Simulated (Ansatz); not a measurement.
Harmonic frequencies (cm⁻¹) at PBE0-D4/def2-TZVP from Ansatz: 82, 157, 162, 187, 237, 266, 401, 500, 629, 685, 727, 756, 819, 880, 891, 918, 1003, 1017, 1050, 1275, 1292, 1440, 1447, 1449, 1670, 2224, 3045, 3122, 3126, 3135, 3137, 3211, 3922.

Each molecule was computed in one conformer, which needn't be the lowest.

Q: Which molecule is it?
A. `CO[SiH2]SC`
B. `C=C[SiH](C)O`
C. `C1C[SiH2]CO1`
D. `C=CCO[SiH3]`

A: B.
